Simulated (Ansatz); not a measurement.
C$_{3}$H$_{6}$Si, SMILES `[SiH3]C1=CC1`. The species carries charge 0 and has multiplicity 1. The structure was optimised at the PBE0-D4/def2-TZVP level.

```xyz
10

Si    0.532   -1.582   -0.078
C    -0.189    0.104   -0.084
C    -1.110    0.957   -0.407
C     0.000    1.544    0.375
H    -0.344   -2.524   -0.820
H     1.874   -1.544   -0.714
H     0.686   -2.045    1.325
H    -2.049    1.141   -0.902
H     0.746    2.164   -0.122
H    -0.146    1.787    1.427
```

Question: What is the dipole moment at r2SCAN/def2-TZVPP? (Estimate.)

Answer: Computed: 0.59 D, with components (-0.49, 0.22, -0.23) D in this frame, pointing from negative to positive charge.

Question: And with PBE, B3LYP, ωB97M-V? (An estimate is asked.)

Answer: The calculation gave: PBE 0.55 D, B3LYP 0.56 D, ωB97M-V 0.58 D.

Question: Give the Mulliken charges with r2SCAN, ωB97M-V, B3LYP in def2-TZVPP. (Estimate.)

Answer: The calculation gave: 
```json
{"atom": "Si1", "r2SCAN": "0.36", "ωB97M-V": "0.23", "B3LYP": "0.32"}
{"atom": "C2", "r2SCAN": "-0.12", "ωB97M-V": "-0.12", "B3LYP": "-0.10"}
{"atom": "C3", "r2SCAN": "-0.17", "ωB97M-V": "-0.18", "B3LYP": "-0.17"}
{"atom": "C4", "r2SCAN": "-0.10", "ωB97M-V": "-0.21", "B3LYP": "-0.19"}
{"atom": "H5", "r2SCAN": "-0.07", "ωB97M-V": "-0.03", "B3LYP": "-0.07"}
{"atom": "H6", "r2SCAN": "-0.07", "ωB97M-V": "-0.03", "B3LYP": "-0.06"}
{"atom": "H7", "r2SCAN": "-0.07", "ωB97M-V": "-0.03", "B3LYP": "-0.06"}
{"atom": "H8", "r2SCAN": "0.14", "ωB97M-V": "0.17", "B3LYP": "0.18"}
{"atom": "H9", "r2SCAN": "0.05", "ωB97M-V": "0.09", "B3LYP": "0.08"}
{"atom": "H10", "r2SCAN": "0.05", "ωB97M-V": "0.09", "B3LYP": "0.08"}
```

B3LYP here is the variant with VWN-RPA as its local correlation; programs differ in this.
